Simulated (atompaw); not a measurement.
# Scattering properties, PAW (atompaw) potential for Te (Z = 52)

```
Element                 : Te (Z = 52)
Generator               : atompaw 4.2.0.5
Type                    : PAW
Functional              : PBE
Relativity              : scalar-relativistic
Frozen core             : [Kr] 4d10
Valence charge          : 6
Reference configuration : 5s2 5p2 (charge +2)
Partial waves           : 5s (bound): rc 1.85 bohr; 5s channel at -2 Ry: rc 1.85 bohr; 5p (bound): rc 1.85 bohr; 5p channel at 3.4 Ry: rc 1.55 bohr; 5d channel at 0.05 Ry: rc 1.85 bohr; 5d channel at 1.95 Ry: rc 1.85 bohr
Local potential         : ultrasoft scheme with l = 3 at -0.5 Ry, radius 1.45 bohr
Core correction         : smooth core density matched at 1.20 bohr
Augmentation charge     : besselshape compensation charge, radius 1.60 bohr; PAW radius 1.85 bohr; waves and projectors: custom rrkj gramschmidtortho
```

The phase is arctan(r·u′/u) with u = r·R(r), unwrapped; energies in Ry, scanned from -4 to 5 Ry. A pole is an energy at which the radial function vanishes at the test radius. The pseudo phase is shifted by a multiple of π to meet the all-electron one at the reference energy, and phase errors are pseudo minus all-electron; the curves can meet again beyond the range given. Levels narrower than the energy grid can be missing from the lists of poles. Where the grid stepped over a known ghost or core level, its pole and its step of π were put in at the level’s energy.

```
channel  radius (bohr)  reference energy (Ry)  poles, all-electron  poles, pseudo  unbroken range about the reference energy with phases within 0.05 rad  phase error 1 Ry above the reference energy (rad)
      s           1.86                  -2.40                 2.33           2.27                                                        the whole range                                             -0.000
      p           1.86                  -1.64                 4.48           4.47                                                        the whole range                                             -0.002
      d           1.86                   0.05                 none   -3.98, -3.69                                                             above -3.4                                             +0.000
```

Note: ghost states, extra bound levels that the all-electron valence spectrum of the same l lacks: s at -258.8 eV, p at -66.9 eV, d at -54.2 eV. A true bound ghost makes a file unfit for plane-wave use.

Phases in the d channel:

```csv
E (Ry),all-electron,pseudo
-4.00,1.525,5.098
-3.52,1.428,1.496
-3.04,1.373,1.396
-2.56,1.331,1.340
-2.08,1.291,1.295
-1.60,1.248,1.250
-1.12,1.198,1.199
-0.64,1.135,1.135
-0.16,1.048,1.048
0.32,0.921,0.921
0.80,0.721,0.721
1.28,0.393,0.393
1.76,-0.090,-0.090
2.24,-0.573,-0.573
2.72,-0.902,-0.902
3.20,-1.102,-1.101
3.68,-1.228,-1.227
4.16,-1.313,-1.311
4.64,-1.374,-1.372
```
